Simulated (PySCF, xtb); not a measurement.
C4H2N2, SMILES C#C/C=N/C#N.

Harmonic wavenumbers (cm⁻¹) from GFN2-xTB (xtb) at its own minimum, in rising order: 113, 116, 230, 307, 488, 531, 533, 662, 666, 861, 1006, 1124, 1301, 1673, 2230, 2335, 2875, 3384.

Question: What does PBE-D3(BJ)/def2-SVP (PySCF) give at its own minimum? (The exact figures need the calculation; the answer reports its results.)

Answer: 120, 126, 251, 352, 535, 558, 559, 662, 689, 940, 1001, 1078, 1324, 1617, 2144, 2227, 2992, 3397. Paired by order, the mean absolute difference is 41 cm⁻¹ and the zero-point energies are 29.2 and 29.4 kcal/mol.
